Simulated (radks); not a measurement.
Question: Species: Mn+. Configuration: [Ar] 3d5 4s1. Calculated with a radial shooting solver on a logarithmic mesh with Libxc functionals: scalar-relativistic Kohn-Sham, r2SCAN, spin-polarised, spherical densities, finite nucleus; open shells are filled with parallel spins first; meta-GGA in the generalised Kohn-Sham scheme; Fermi nuclear charge, rms radius 3.7057 fm; hard spherical wall at 2 bohr. Some entries of the table are withheld. Estimate them.

orbital,occ.,eigenvalue (eV),<r^2> (bohr^2)
1s up,1,-6418.607,0.004991
1s down,1,-6418.230,0.004992
2s up,1,-722.0297,0.09251
2s down,1,-718.4195,0.09186
2p up,3,-604.7969,0.07570
2p down,3,-601.9064,0.07503
3s up,1,-71.9767,0.8173
3s down,1,-63.1707,0.8266
3p up,3,-39.0374,0.8792
3p down,3,-30.2368,0.8882
3d up,5,14.4315,0.9423
3d down,0,23.5671,0.9512
4s up,1,(1),1.654
4s down,0,(2),1.639
4p up,0,96.3950,(3)
4p down,0,106.6880,(4)
4d up,0,(5),1.454
4d down,0,(6),1.432
5s up,0,301.0820,1.562
5s down,0,312.9920,1.565

Answer: 
(1) 4s up eigenvalue (eV): 77.5963
(2) 4s down eigenvalue (eV): 87.7061
(3) 4p up <r^2> (bohr^2): 1.604
(4) 4p down <r^2> (bohr^2): 1.588
(5) 4d up eigenvalue (eV): 122.2109
(6) 4d down eigenvalue (eV): 132.4869
